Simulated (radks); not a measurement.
The numbers below are computed, except where a source is named.
Te3+, 49 electrons, occupied as [Kr] 4d10 5s2 5p1 (the NIST ground configuration). Code: a radial shooting solver on a logarithmic mesh with Libxc functionals. Model: scalar-relativistic Kohn-Sham, PBE, spin-unpolarised, spherical densities, point nucleus.

Unscreened Slater integrals over Kohn-Sham orbitals (hartree).

integral      value
F0(5p,5p)   0.40346
F2(5p,5p)   0.21978
F0(5p,5s)   0.43133
G1(5p,5s)   0.28849
F0(5p,4d)   0.50071
F2(5p,4d)   0.14476
G1(5p,4d)  0.047408
G3(5p,4d)  0.043788
F0(5p,4p)   0.50979
F2(5p,4p)   0.12332
G0(5p,4p)  0.024449
G2(5p,4p)  0.031461
F0(5s,5s)   0.46835
F0(5s,4d)   0.56898
G2(5s,4d)  0.074743
F0(5s,4p)   0.58172
G1(5s,4p)  0.042008
F0(4d,4d)   0.93658
F2(4d,4d)   0.47361
F4(4d,4d)   0.31369
F0(4d,4p)    1.0070
F2(4d,4p)   0.51062
G1(4d,4p)   0.64939
G3(4d,4p)   0.40169
F0(4p,4p)    1.0959
F2(4p,4p)   0.57552

Derived for the open shells (J is the average intra-shell exchange parameter used in DFT+U). 5p: J = F2/5 = 0.04396 hartree.
